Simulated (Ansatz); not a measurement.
Cost and result for the atomization energy of `[GeH3][c]1ccccc1` (15 atoms, 15 bonds).

```xyz
15

Ge   -0.066    0.873   -2.360
C    -0.022    0.207   -0.532
C    -0.978   -0.701   -0.083
C    -0.936   -1.193    1.214
C     0.065   -0.780    2.080
C     1.021    0.127    1.647
C     0.976    0.616    0.350
H     0.526    2.291   -2.407
H    -1.519    0.896   -2.864
H     0.760   -0.032   -3.292
H    -1.771   -1.030   -0.747
H    -1.688   -1.898    1.549
H     0.098   -1.161    3.094
H     1.803    0.456    2.322
H     1.728    1.330    0.028
```

Total charge 0; spin multiplicity 1. Correlated methods include outer-core shells of Ge, which these sets cover unevenly. Scalar relativity is left out up to krypton. Geometry: relaxed with PBE0-D4/def2-TZVP. Program: Ansatz. All runs use 2 threads of an AMD EPYC 7R13 on a shared host and a share of an NVIDIA H100 80 GB. Times are those of one run each, without the atoms' runs, and a repeat can differ threefold. Electronic energies, without spin–orbit coupling; frozen cores. CCSD(T)/CBS adds CCSD(T) − MP2 in def2-TZVPP to the MP2 limit, and its time is that of the two runs behind it. T1 = 0.011; the RHF reference is unstable towards UHF. With those shells the extrapolation isn't a true limit. HSE06 is the plane-wave form, built on full-range PBE exchange.

CCSD(T)/CBS is a level of theory with its own doubt, some kJ/mol a heavy atom from the limit and from the frozen cores, so smaller differences don't rank the functionals.

| level | functions | wall time | atomization (kcal/mol) | difference from CCSD(T)/CBS | per bond |
| --- | --- | --- | --- | --- | --- |
| r2SCAN-D4/def2-TZVPP (with forces) | 346 | 5.5 s | 1558.3 | 13.1 | 0.9 |
| BHLYP-D4/def2-TZVPP | 346 | 6 s | 1507.2 | -38.0 | -2.5 |
| PBE-D4/def2-TZVPP (with forces) | 346 | 7 s | 1592.4 | 47.2 | 3.1 |
| HSE06-D4/def2-TZVPP | 346 | 7.5 s | 1568.3 | 23.1 | 1.5 |
| B2PLYP/def2-TZVPP | 346 | 7.5 s | 1535.3 | -9.9 | -0.7 |
| CAM-B3LYP-D4/def2-TZVPP | 346 | 8 s | 1552.7 | 7.5 | 0.5 |
| BLYP-D4/def2-TZVPP | 346 | 8.5 s | 1545.9 | 0.7 | 0.0 |
| PBE-QIDH/def2-TZVPP | 346 | 11 s | 1554.4 | 9.2 | 0.6 |
| CCSD(T)/def2-SVP | 156 | 11 s | 1487.9 | -57.3 | -3.8 |
| ωB97X-V/def2-TZVPP | 346 | 13 s | 1549.0 | 3.8 | 0.3 |
| MP2/def2-QZVPP | 671 | 19 s | 1565.8 | 20.6 | 1.4 |
| CCSD(T)/def2-TZVPP | 346 | 22 s | 1512.6 | -32.6 | -2.2 |
| CCSD(T)/CBS(def2) | – | 41 s | 1545.2 | 0.0 | 0.0 |

From PBE to PBE0 (25 % exact exchange), in def2-TZVPP and without D4, the atomization energy moves by −23.5 kcal/mol: exact exchange takes away binding that semilocal exchange gives to molecules. The D4 term adds +15.8 kcal/mol with B3LYP and +8.3 kcal/mol with PBE0; it sums over pairs of atoms, weighted by their polarisabilities, and B3LYP, whose exchange is more repulsive, gets the larger term. In def2-TZVPP, CCSD(T) changes the Hartree–Fock value by +362.1 kcal/mol (the triples alone add +27.5 kcal/mol) and MP2 by +396.3 kcal/mol; breaking electron pairs costs correlation energy, which Hartree–Fock lacks.

B3LYP here is the variant with VWN-RPA as its local correlation; programs differ in this.
